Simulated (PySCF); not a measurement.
SMILES [Cl][Ge][Cl] (Cl₂Ge) (PBE0/def2-SVP optimised geometry):

```
3

Ge    -0.900    -1.078     0.000
Cl     1.291    -1.078     0.000
Cl    -1.291     1.078     0.000
```

Computed with PBE0/def2-TZVP in PySCF.

**Question.** What are the frontier orbital energies and the dipole moment?

**Answer.** HOMO-2 -9.34 eV, HOMO-1 -8.97 eV, HOMO -8.13 eV, LUMO -3.11 eV, LUMO+1 -0.29 eV; dipole moment 2.06 D.

On the same geometry PBE/def2-TZVP (PySCF) gives HOMO-2 -7.98 eV, HOMO-1 -7.57 eV, HOMO -7.01 eV, LUMO -3.82 eV, LUMO+1 -1.08 eV; dipole moment 1.90 D.

Meta-Löwdin charges at PBE0/def2-TZVP: Ge1 0.57, Cl2 -0.28, Cl3 -0.28.
